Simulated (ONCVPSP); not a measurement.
Ga: one change to an ONCV potential, before and after

- Element: gallium
- Generator: ONCVPSP 4.0.1
- Type: optimised norm-conserving Vanderbilt (ONCV)
- Functional: PBE
- Relativity: scalar-relativistic
- Frozen core: [Ar] 3d10
- Valence charge: 3
- Reference configuration: 4s1 (charge +2)
- Partial waves: 4s: rc 1.95 bohr, ncon 5, nbas 8, qcut 2.7 1/bohr, 2 projectors, debl 4 Ha; p scattering state at 0.19 Ha: rc 1.95 bohr, ncon 3, nbas 6, qcut 5.1 1/bohr, 3 projectors, debl 2.9 Ha; d scattering state at 0.16 Ha: rc 1.60 bohr, ncon 3, nbas 8, qcut 5 1/bohr, 2 projectors, debl 1.6 Ha
- Local potential: polynomial inside 1.50 bohr (lpopt 5, dvloc0 0 Ha)
- Core correction: Teter function, fcfact 3.25, rcfact 1.15

In the p channel the program set the typed energies aside and used 0.050, 2.950, 5.850 Ha.

All-electron outer shells of the reference configuration (PBE, scalar-relativistic, ld1.x):

| shell | level (eV) | outermost node (bohr) | outermost maximum (bohr) |
| --- | --- | --- | --- |
| 3d | -39.36 | – | 0.53 |
| 4s | -26.07 | 0.80 | 1.78 |

Change: s: qcut 3.6; p: qcut 6.9; d: qcut 6.7.

Cutoffs: the cutoffs (Ha) at which the residual kinetic energy of the hardest occupied pseudo-wave falls to 1 and 0.1 mHa per electron; they do not see the model core or the augmentation charge, which bear on the density cutoff. Errors are all-electron minus pseudo energies relative to the spin-unpolarised reference configuration.

Predict the effect on cutoff, ghosts and configuration errors.

The potential gets softer (32 Ha and 41 Ha → 14 Ha and 35 Ha); both files keep a bound ghost (d); the errors of the 4 common tests hardly move.

```tsv
quantity	base	changed
cutoff, loose	32 Ha	14 Ha
cutoff, tight	41 Ha	35 Ha
bound ghosts	d	d
GHOST(+) flags under 300 eV	s at 129.2 eV	s at 119.1 eV
error for 4s2 4p1, meV [ΔE -26.82 eV]	+158	+162
error for 4s2, meV [ΔE -21.13 eV]	+65	+69
error for 4s2 4p0.5, meV [ΔE -24.79 eV]	+114	+119
error for 4s1 4p2, meV [ΔE -20.28 eV]	+200	+201
s: phases at 1.98 bohr within 0.05 rad from the reference energy up to (Ha; the scan ends near 5)	4.1	3.7
p: phases at 1.98 bohr within 0.05 rad from the reference energy up to (Ha; the scan ends near 5)	to the end of the scan	to the end of the scan
d: phases at 1.63 bohr within 0.05 rad from the reference energy up to (Ha; the scan ends near 5)	to the end of the scan	to the end of the scan
rms error of d²Exc/dni dnj with the model core, mHa	30.32	30.79
```

Base: The cutoffs count occupied waves only; projector 2 of the d channel, the hardest unoccupied one, needs 163 Ha at the loose tolerance. Changed file: The cutoffs count occupied waves only; projector 2 of the d channel, the hardest unoccupied one, needs 125 Ha at the loose tolerance. A true bound ghost makes a file unfit for plane-wave use even where its test errors are small: the radial tests pick states by their node count and pass the ghost by.
